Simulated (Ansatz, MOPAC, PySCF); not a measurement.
Noncovalent pair: SiH4 (SMILES [SiH4]) (first 5 atoms) with C3H4 (SMILES C=C=C); geometry from B3LYP-D3(BJ)/def2-TZVP, rigid monomers moved along the line of their centres of mass till Si1···C6 is 4.15 Å.
(charge 0, multiplicity 1):
```xyz
12

Si    -0.114     0.346     0.252
H      1.228     0.621     0.809
H     -0.015     0.247    -1.224
H     -1.040     1.446     0.601
H     -0.627    -0.933     0.787
C     -0.395     0.861     4.355
C      0.111    -0.337     4.370
C      0.616    -1.534     4.371
H      0.232     1.734     4.213
H     -1.458     1.026     4.483
H      0.707    -2.103     3.454
H      0.960    -2.000     5.287
```

Interaction energies are E(AB) − E(A) − E(B) at the monomers' geometry in the complex; basis-set methods are counterpoise corrected. Rows marked so take none.

Cores are frozen in the correlated methods. Rows in 3-21G, 6-311+G**, 6-31G* carry no dispersion term and start afresh at each structure (6-31G* with six Cartesian d functions). MP2/6-31G* freezes PySCF's default core. The state reached by PM7 isn't checked; PM7 holds dispersion and hydrogen-bond terms.

Codes used: Ansatz (a program for electronic structure); MOPAC for PM7 (differences of heats of formation); PySCF for 3-21G rows, 6-311+G** rows, 6-31G* rows, the dispersion terms. Each number belongs to the level named beside it.

Other levels give for the interaction energy: PBE/def2-TZVPPD -0.55; B3LYP/def2-TZVPPD 0.09; B3LYP-D3(BJ)/def2-TZVPPD -1.38; wB97M-V/def2-TZVPPD -1.22; CCSD(T)/aug-cc-pV(D+d)Z -1.13 kcal/mol.

Common cheap choices:

```
level                              interaction energy (kcal/mol)
---------------------------------  -----------------------------
PM7                                                        -0.88
HF/3-21G (no counterpoise)                                 -1.02
HF/6-31G*                                                   0.02
B3LYP/3-21G (no counterpoise)                              -0.92
B3LYP/6-31G* (no counterpoise)                             -0.60
B3LYP/6-311+G** (no counterpoise)                           0.10
M06-2X/6-31G* (no counterpoise)                            -1.57
MP2/6-31G*                                                 -0.47
```
